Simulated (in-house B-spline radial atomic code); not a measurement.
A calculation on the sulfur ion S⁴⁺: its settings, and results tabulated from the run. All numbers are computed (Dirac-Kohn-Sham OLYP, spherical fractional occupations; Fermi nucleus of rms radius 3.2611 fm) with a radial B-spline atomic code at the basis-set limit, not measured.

Command:
```bash
python run_scf.py task.json out
```
Settings (nuclear radius in fm, mass in u):
```
Z                16
configuration    [Ne] 3s2
hamiltonian      dirac
method           optx,lyp
spin_polarised   False
nucleus          fermi
rms_radius       3.2611
atomic_mass      31.97207
speed_of_light   137.035999084
```

Output (hartree, bohr):
```
 radial grid: 68 intervals, B-splines of order 8, outer radius 14.6809 bohr

 iter        energy (Eh)    residual
    1        -392.137109    4.55e-01
    2        -394.574929    2.01e-01
    3        -394.977387    6.37e-02
    4        -395.018526    1.95e-02
    5        -395.022047    7.65e-03
    6        -395.022741    3.13e-04
    7        -395.022741    1.47e-05
    8        -395.022741    7.12e-07
    9        -395.022741    4.45e-08

 total energy                      -395.02274
 kinetic                             396.8778
 electron-nucleus                   -915.8623
 Hartree                             148.1019
 exchange-correlation                -24.1401

 first-order corrections (not in the total)
   Gaunt                             0.0938
   retardation                      -0.0068
   frequency dependence             -0.0001
   self-energy                       0.0617
   Uehling                          -0.0041
   Wichmann-Kroll                    0.0000
   recoil                            0.0057

 orbital      occ     eigenvalue          <r>       <r^2>       <1/r>       <r^4>     <1/r^3>       r_max    small
 1s1/2      2.000       -90.6904    0.0968542   0.0126261     15.6613 0.000412131           -     0.06331  3.23e-03
 2s1/2      2.000       -10.0015     0.475686     0.26888     3.08627    0.130373           -      0.3875  4.98e-04
 2p1/2      2.000        -8.0063     0.436913    0.237998     2.99112    0.120939           -      0.3239  4.76e-04
 2p3/2      4.000        -7.9593     0.439115    0.240249     2.97109    0.123062     81.6843      0.3256  4.73e-04
 3s1/2      2.000        -2.4144      1.47262     2.47237    0.939836     9.40646           -       1.314  9.97e-05

 Slater integrals (Eh)
   F0(2p1/2,2p1/2)               2.099313
   F0(2p1/2,2p3/2)               2.093912
   G2(2p1/2,2p3/2)               0.969027
   F0(2p1/2,3s1/2)               0.805225
   G1(2p1/2,3s1/2)               0.065971
   F0(2p3/2,2p3/2)               2.088557
   F2(2p3/2,2p3/2)               0.968588
   F0(2p3/2,3s1/2)               0.804776
   G1(2p3/2,3s1/2)               0.065997
   F0(3s1/2,3s1/2)               0.610823
```

Time taken, with all properties: 0.99 s on 1 thread of Arm Neoverse V1 (shared host).

For the Dirac Hamiltonian the kinetic term is c α·p + (β - 1)c².
